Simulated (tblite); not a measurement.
Species: C3H11FGeSi.
Atom-mapped SMILES: `[CH3:1][C@@H:2]([SiH3:3])[Ge@H:4]([CH3:5])[F:6]` (hydrogens: H7, H8, H9 on C1; H10 on C2; H11, H12, H13 on Si3; H14 on Ge4; H15, H16, H17 on C5)

Computed with GFN2-xTB (tblite), gas phase: L-BFGS steps from a force-field or distance-geometry start until the largest atomic force falls under 0.01 eV/Å.

The end geometry, which sets the zero of energy:
```
atom  x, y, z in Å
C1     -0.8095   -0.6853   -1.4350
C2     -0.8446    0.3763   -0.3393
Si3    -1.7621   -0.2113    1.2245
Ge4     1.0071    0.9862    0.0926
C5      2.2409   -0.2672    0.9961
F6      0.8272    2.3125    1.2567
H7     -1.8198   -0.9560   -1.7393
H8     -0.2754   -0.3262   -2.3159
H9     -0.3113   -1.5873   -1.0827
H10    -1.3650    1.2584   -0.7229
H11    -1.0738   -1.3910    1.7651
H12    -3.1179   -0.5955    0.8146
H13    -1.8072    0.8615    2.2135
H14     1.6722    1.7398   -1.0614
H15     2.4657   -1.1178    0.3604
H16     1.7961   -0.6268    1.9199
H17     3.1703    0.2417    1.2366
```

**Question.** These geometries come from the run, each turned onto the end geometry. Order them by energy, lowest first.
A.
```
atom  x, y, z in Å
C1     -0.7681   -0.6987   -1.4131
C2     -0.8329    0.3897   -0.3452
Si3    -1.7420   -0.1937    1.2269
Ge4     1.0079    1.0349    0.0831
C5      2.1841   -0.2850    0.9560
F6      0.8544    2.3014    1.3033
H7     -1.7703   -1.0131   -1.6984
H8     -0.2565   -0.3447   -2.3077
H9     -0.2316   -1.5714   -1.0453
H10    -1.3775    1.2463   -0.7504
H11    -1.0314   -1.3537    1.7811
H12    -3.0899   -0.6184    0.8346
H13    -1.8240    0.8864    2.2050
H14     1.6670    1.8365   -1.0384
H15     2.3551   -1.1389    0.3087
H16     1.7080   -0.6253    1.8717
H17     3.1406    0.1597    1.2115
```
B.
```
atom  x, y, z in Å
C1     -0.7236   -0.6871   -1.3949
C2     -0.8479    0.4111   -0.3404
Si3    -1.7322   -0.1923    1.2379
Ge4     0.9832    1.0708    0.0921
C5      2.1279   -0.3097    0.9338
F6      0.8506    2.3870    1.2639
H7     -1.7016   -1.0499   -1.7050
H8     -0.1974   -0.3239   -2.2786
H9     -0.1706   -1.5367   -0.9982
H10    -1.4153    1.2442   -0.7609
H11    -0.9894   -1.3363    1.7831
H12    -3.0785   -0.6386    0.8676
H13    -1.8052    0.8782    2.2261
H14     1.6695    1.8269   -1.0419
H15     2.2748   -1.1535    0.2645
H16     1.6474   -0.6707    1.8392
H17     3.1012    0.0925    1.1950
```
C.
```
atom  x, y, z in Å
C1     -0.6910   -0.6692   -1.3733
C2     -0.8468    0.4215   -0.3251
Si3    -1.7121   -0.1949    1.2494
Ge4     0.9632    1.0819    0.1092
C5      2.0794   -0.2964    0.9279
F6      0.8028    2.3975    1.3031
H7     -1.6629   -1.0442   -1.6808
H8     -0.1612   -0.3229   -2.2624
H9     -0.1334   -1.5123   -0.9777
H10    -1.4110    1.2473   -0.7617
H11    -0.9534   -1.3344    1.7763
H12    -3.0472   -0.6389    0.8513
H13    -1.7728    0.8910    2.2195
H14     1.6614    1.7209   -1.0893
H15     2.1884   -1.1036    0.2127
H16     1.6210   -0.7013    1.8250
H17     3.0686    0.0701    1.1794
```
D.
```
atom  x, y, z in Å
C1     -0.7869   -0.6981   -1.4209
C2     -0.8400    0.3877   -0.3486
Si3    -1.7462   -0.1933    1.2245
Ge4     1.0044    1.0194    0.0891
C5      2.2117   -0.2811    0.9673
F6      0.8314    2.2932    1.3156
H7     -1.7928   -1.0080   -1.7010
H8     -0.2767   -0.3450   -2.3183
H9     -0.2605   -1.5789   -1.0548
H10    -1.3749    1.2532   -0.7491
H11    -1.0419   -1.3558    1.7805
H12    -3.0887   -0.6103    0.8072
H13    -1.8160    0.8903    2.1986
H14     1.6665    1.8212   -1.0360
H15     2.3956   -1.1395    0.3278
H16     1.7436   -0.6233    1.8870
H17     3.1643    0.1802    1.2147
```
E.
```
atom  x, y, z in Å
C1     -0.6786   -0.6881   -1.3717
C2     -0.8175    0.4313   -0.3369
Si3    -1.6860   -0.1947    1.2221
Ge4     0.9609    1.1099    0.1430
C5      2.0700   -0.3102    0.9250
F6      0.7820    2.4003    1.3330
H7     -1.6798   -1.0312   -1.6696
H8     -0.1593   -0.3019   -2.2577
H9     -0.1104   -1.5394   -0.9602
H10    -1.4015    1.2574   -0.7489
H11    -0.9482   -1.3337    1.7788
H12    -3.0426   -0.6325    0.8539
H13    -1.7700    0.8870    2.2087
H14     1.6520    1.6681   -1.1102
H15     2.1729   -1.1097    0.1785
H16     1.5926   -0.6992    1.8332
H17     3.0564    0.0986    1.1626
```

**Answer.** D (0.004 eV), A (0.007 eV), B (0.020 eV), C (0.060 eV), E (0.133 eV).

In the order of the answer:

```tsv
step	E above end (eV)	largest force (eV/Å)	rms force component (eV/Å)	rms distance from end (Å)	rms bond change (Å)	bond most changed (Å)
33	0.004	0.06	0.017	0.051	0.001	Ge4–F6 +0.003
27	0.007	0.11	0.025	0.069	0.003	Ge4–F6 -0.008
17	0.020	0.17	0.033	0.119	0.003	Ge4–F6 -0.007
5	0.060	0.27	0.087	0.153	0.009	Ge4–C5 -0.024
1	0.133	0.53	0.194	0.164	0.012	C2–Ge4 -0.034
```

Hardware: one thread, Arm Neoverse N1, on a shared host.
